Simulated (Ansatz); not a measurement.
`O[SiH]([SiH3])N[SiH3]` + `N[SiH2]O[SiH3]` → `[SiH3]N[SiH2]O[SiH3]` + `O[SiH2]N[SiH3]`  (cleavage of the Si–Si bond)

Isolated molecules relaxed with PBE0-D4/def2-TZVP in Ansatz; ΔE leaves out vibrations. CBS: MP2 limit from def2 TZ/QZ plus the TZ coupled-cluster correction, frozen cores. One conformer a species, not always the lowest.

| species | SCS-MP2/def2-QZVPP energy (Eh) |
| --- | --- |
| `O[SiH]([SiH3])N[SiH3]` | -1002.49325 |
| `N[SiH2]O[SiH3]` | -712.26244 |
| `[SiH3]N[SiH2]O[SiH3]` | -1002.54182 |
| `O[SiH2]N[SiH3]` | -712.24242 |

(1) Work out ΔE.

Largest T1 diagnostic among the species: 0.012.

## Answers

(1) ΔE = (-1002.54182) + (-712.24242) − (-1002.49325) − (-712.26244) = -0.02855 Eh = -75.0 kJ/mol. CCSD(T)/CBS gives -64.0 kJ/mol.

From PBE to PBE0 (25 % exact exchange), in def2-TZVPP and without D4, ΔE moves by −7.4 kJ/mol. In def2-TZVPP, CCSD(T) changes the Hartree–Fock value by +17.6 kJ/mol (the triples alone add +2.4 kJ/mol) and MP2 by +10.0 kJ/mol.
